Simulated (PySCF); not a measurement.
CH7NO2Si

CH7NO2Si is a small molecule, neutral, singlet. The structure, one conformer, was relaxed in the gas phase by PBE0-D3(BJ)/def2-SVP. No frequency run checks that it is a minimum.

SMILES: CO[SiH](N)O

Coordinates in Å:
```
Si1    -0.162   -0.421    0.645
O2     -1.391    0.452    1.338
N3      1.194   -0.491    1.689
O4      0.464    0.285   -0.720
C5     -0.271    0.491   -1.892
H6     -0.829   -1.701    0.283
H7     -1.095    1.255    1.780
H8      1.166   -0.984    2.572
H9      2.122   -0.495    1.281
H10    -1.207    1.047   -1.704
H11     0.337    1.079   -2.597
H12    -0.536   -0.462   -2.388
```

Shieldings: GIAO PBE0/pcSseg-2. Shifts are against computed references at the same level: C TMS (σ 184.1 ppm), H TMS (σ 31.24 ppm), Si TMS (σ 341.3 ppm). Core levels by delta-SCF with SCAN, pcX-2 on the ionised atom and pcseg-1 elsewhere, spin-free X2C (2p3/2 is the spin-free 2p value less a third of a first-order spin-orbit splitting); from the vacuum level, for chosen atoms.

Q: Give the shieldings and core levels atom by atom.

A: 
| atoms | bonded to | σ (ppm) | δ (ppm) | core level (eV) |
| --- | --- | --- | --- | --- |
| Si1 | 1 N + 2 O + 1 H | 378.8 | -37.6 | 2p3/2 107.62 |
| O2 | 1 Si + 1 H | 260.1 | - | 1s 538.43 |
| N3 | 1 Si + 2 H | 235.2 | - | 1s 404.80 |
| O4 | 1 C + 1 Si | 291.9 | - | 1s 537.98 |
| C5 | 1 O + 3 H | 132.0 | 52.1 | 1s 292.36 |
| H6 | 1 Si | 26.40 | 4.84 | - |
| H7 | 1 O | 29.94 | 1.30 | - |
| H8 | 1 N | 30.62 | 0.63 | - |
| H9 | 1 N | 30.32 | 0.93 | - |
| H10 H11 H12 | 1 C | 27.67 | 3.57 | - |

Values are those of this one static structure, with the three H of a rotating XH3 group averaged; atoms that internal rotation interchanges would show their mean in an NMR spectrum.

Q: Which of O2, O4 holds its core electrons tightest, and by how much against the loosest?

A: O2 (bonded to 1 Si + 1 H), by 0.45 eV over O4 (bonded to 1 C + 1 Si).

Q: By CAM-B3LYP/def2-SVPD (TDDFT singlets, Tamm-Dancoff triplets, ionisation by delta-SCF), where does absorption start, and what does vertical ionisation take?

A: The lowest singlet lies at 6.85 eV (f 0.050), the lowest triplet at 6.46 eV; vertical ionisation takes 10.12 eV.
